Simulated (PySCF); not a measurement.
## Assigning NMR signals

Geometry:
```
atom   x (Å)   y (Å)   z (Å)
  C1  -2.428  -0.171  -1.132
  C2  -1.879   0.657   0.023
  C3  -2.902   0.863   1.130
  O4  -0.753  -0.034   0.609
  C5   0.448   0.224   0.123
  O6   0.688   1.007  -0.760
  C7   1.523  -0.610   0.799
  C8   1.466  -2.022   0.200
  O9   2.772  -0.051   0.631
Si10   3.320   0.968  -0.522
 H11  -3.281   0.334  -1.576
 H12  -1.663  -0.302  -1.895
 H13  -2.741  -1.149  -0.774
 H14  -1.517   1.622  -0.354
 H15  -3.754   1.414   0.743
 H16  -2.462   1.423   1.950
 H17  -3.239  -0.099   1.506
 H18   1.304  -0.659   1.875
 H19   1.658  -1.968  -0.869
 H20   2.236  -2.636   0.660
 H21   0.491  -2.469   0.376
 H22   2.878   2.348  -0.344
 H23   4.729   0.840  -0.154
 H24   3.094   0.491  -1.884
```

PySCF 2.14.0 with density-fitted response routines calculation with NMR shieldings at PBE0/pcSseg-1/GIAO and coordinates at the GFN2-xTB level; a single conformation, one averaged value for each set of equivalent atoms, non-relativistic, isolated molecule.

Referencing at the same level of theory: ¹³C (186.93 ppm) and ¹H (31.72 ppm) against TMS.

Question: Assign these signals to the numbered atoms. ¹³C{¹H} NMR (computed): δ 184.5 (C), 71.0 (CH), 70.6 (CH), 23.8 (CH3), 23.8 (CH3), 23.6 (CH3).

Answer: 
```tsv
δ (ppm)	atoms	environment	reason
184.5	C5	ester carbonyl carbon	it is a carbonyl in resonance with an O or N lone pair, the region of acids, esters and amides
71.0	C7	sp3 CH bonded to O, α to a carbonyl	pulled downfield by the heteroatom
70.6	C2	sp3 CH bonded to O	the inductive effect lowers its shielding
23.8	C8	methyl carbon	aliphatic region, no heteroatom directly attached
23.8	C3	methyl carbon	–
23.6	C1	methyl carbon	–
```

C7 and C2; C8 and C3; C3 and C1 lie closer than the usual error of such a calculation, so a measured spectrum could show them in the other order.

Question: Assign these signals to the numbered atoms. ¹H NMR (500 MHz, computed): δ 5.42 (m, 1H), 5.00 (s, 3H), 4.50 (q, 1H), 1.40 (d, 3H), 1.34 (d, 3H), 1.29 (d, 3H).

Answer: 
5.42 → H14, hydrogen on an sp3 CH bonded to O: its carbon carries O, an electronegative neighbour
5.00 → H22/H23/H24, hydrogen on a silicon bonded to O
4.50 → H18, hydrogen on an sp3 CH bonded to O, α to a carbonyl: its carbon carries O, hence the downfield position
1.40 → H19/H20/H21, hydrogen on a methyl carbon
1.34 → H15/H16/H17, hydrogen on a methyl carbon
1.29 → H11/H12/H13, hydrogen on a methyl carbon

H19/H20/H21 and H15/H16/H17; H15/H16/H17 and H11/H12/H13 lie closer than the usual error of such a calculation, so a measured spectrum could show them in the other order.

Shifts are as computed. Against solution values, carbons near 30 ppm lie about +3 ppm off and those near 130 ppm about +5 ppm. Of 1211 compounds with measured shifts, 218 miss one by over three times the rms of a fit or turn the order of signals round; such compounds aren't used in these exercises. No couplings were computed; multiplicities are counted from neighbouring protons, with m where these are inequivalent, close in shift, in a saturated or five-membered ring or joined by F or P, and br s for small geminal =CH2 splittings.
